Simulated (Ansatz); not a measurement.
Geometry optimisation, Ansatz, RHF/6-31G*.

The input (input.yaml):

```yaml
crystal:
  periodic: [false, false, false]
  atoms:
    - { symbol: O, position_ang: [-0.3861, 1.449, 1.5164] }
    - { symbol: Al, position_ang: [0.2908, -0.0335, 0.7903] }
    - { symbol: F, position_ang: [1.2291, -1.1371, 1.8159] }
    - { symbol: C, position_ang: [0.0873, -0.4498, -1.1357] }
    - { symbol: Cl, position_ang: [0.6828, 0.8406, -2.1514] }
    - { symbol: H, position_ang: [-1.3299, 1.23, 1.8208] }
    - { symbol: H, position_ang: [0.5528, -1.411, -1.3731] }
    - { symbol: H, position_ang: [-1.0346, -0.5453, -1.3391] }
basis:
  gaussian: { orbitals: "6-31G*" }
hamiltonian:
  xc: hf
relax:
  f_tol: 0.02
  max_steps: 50
```

Run as:

```bash
$ ansatz run input.yaml --threads 1 --pin off --max-ram 2048MiB --backend cpu --events-out ev --progress --plain --runs-dir out
```

Where does it end, and by what steps?

The forces met the threshold. After 15 steps the energy has fallen by 0.906 eV; O1 moved furthest, 0.74 Å.

| step | energy less start (eV) | largest force component (eV/Å) | accepted |
| --- | --- | --- | --- |
| 0 | 0.0000 | 2.872 | yes |
| 1 | -0.4216 | 1.941 | yes |
| 2 | -0.5842 | 1.357 | yes |
| 3 | -0.6782 | 0.694 | yes |
| 4 | -0.7154 | 0.793 | yes |
| 5 | -0.7742 | 0.241 | yes |
| 6 | -0.8007 | 0.578 | yes |
| 7 | -0.8126 | 2.146 | yes |
| 8 | -0.8839 | 0.344 | yes |
| 9 | -0.8855 | 0.649 | yes |
| 10 | -0.9005 | 0.157 | yes |
| 11 | -0.9024 | 0.069 | yes |
| 12 | -0.9044 | 0.061 | yes |
| 13 | -0.9054 | 0.036 | yes |
| 14 | -0.9059 | 0.046 | yes |
| 15 | -0.9060 | 0.020 | yes |

```xyz
8
Properties=species:S:1:pos:R:3
O -0.973 1.008 1.430
Al 0.157 -0.025 0.734
F 1.391 -0.615 1.634
C -0.008 -0.533 -1.153
Cl 1.115 0.632 -2.001
H -0.940 1.378 2.298
H 0.337 -1.524 -1.412
H -0.986 -0.377 -1.585
```

Run time: 43 s on 1 thread of Arm Neoverse V1 (shared host), peak memory 0.16 GiB.
